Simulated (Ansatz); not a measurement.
`F[CH](F)[InH2]` + H₂O → `[OH][InH2]` + `FCF` at 700 K and 1 bar (formal hydrolysis of the In–C bond).

Isolated molecules relaxed with PBE0-D4/def2-TZVP in Ansatz; ΔE leaves out vibrations. CCSD(T)/CBS is the MP2 limit (def2-TZVPP, def2-QZVPP) plus CCSD(T) − MP2 in def2-TZVPP, frozen cores. This one scheme is used for every species. def2 core potentials past Kr. For In outer-core shells are correlated without core-valence functions, which leaves a few kJ/mol of doubt a bond.

| species | CCSD(T)/CBS energy (Eh) | H − E (kJ/mol) | S (J/(mol·K)) |
| --- | --- | --- | --- |
| `F[CH](F)[InH2]` | -429.19417 | 147.9 | 434.7 |
| H₂O | -76.37941 | 80.5 | 218.4 |
| `[OH][InH2]` | -266.78179 | 108.6 | 338.8 |
| `FCF` | -238.82660 | 120.2 | 293.9 |

H − E and S are ideal-gas, rigid-rotor, harmonic terms from PBE0-D4/def2-TZVP. 1 Eh = 2625.50 kJ/mol, R = 8.31446 J/(mol·K).

**Question.** By hand: ΔE, ΔH, ΔS and ΔG.

**Answer.** ΔE = (-266.78179) + (-238.82660) − (-429.19417) − (-76.37941) = -0.03481 Eh = -91.4 kJ/mol. Δ(H − E) = 108.6 + 120.2 − 147.9 − 80.5 = 0.4, so ΔH = -91.0 kJ/mol. ΔS = 338.8 + 293.9 − 434.7 − 218.4 = -20.4 J/(mol·K). ΔG = -91.0 − 700 × (-20.4)/1000 = -76.7 kJ/mol.

**Question.** By hand: the equilibrium constant, and the temperature at which ΔG would vanish if ΔH and ΔS stayed fixed.

**Answer.** log₁₀ K = −ΔG/(RT ln 10) = 5.7. ΔG = 0 at ΔH/ΔS = 4461 K, far beyond where these terms or the molecules hold.

ΔH outweighs TΔS. A doubt of 5 kJ/mol in ΔE shifts log₁₀ K by 0.4 here. Modes under 60 cm⁻¹, often nearly free rotors, make the harmonic entropy too high. These are equilibria of isolated gas molecules and say nothing of rates. Largest T1 diagnostic: 0.017 (customary marks: 0.02 for closed shells, 0.045 for open ones).
